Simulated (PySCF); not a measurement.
**Electronic structure of Au⁻ (gold, charge -1) at the UHF level**

Configuration: [Xe] 4f14 5d10 6s2, closed-shell 1S. Computed with PySCF 2.14 in aug-cc-pwCVTZ-PP with ECP60MDF (8s8p7d4f3g, 122 functions), with a scalar-relativistic core potential.

| Quantity | Value |
| --- | --- |
| Total energy | -134.804667 hartree |
| One-electron energy | -243.6369 hartree |
| Hartree (Coulomb) energy | 120.8840 hartree |
| Exchange energy | -12.0517 hartree |
| ⟨S²⟩ | 0.0000 |
| ⟨L²⟩ | 0.000 |
| Sum of ⟨r⟩ | 32.34 bohr |
| Sum of ⟨r²⟩ | 77.02 bohr² |

```tsv
shell	electrons	mean orbital energy (eV)	rms radius, mean of both spins (bohr)
5s	2	-120.39	1.01
5p	6	-67.684	1.16
5d	10	-5.757	1.78
6s	2	-1.150	4.20
```

Energies and moments cover only the electrons outside the core potential. Spin-orbit coupling, which splits the p, d and f shells strongly at this Z, is absent.
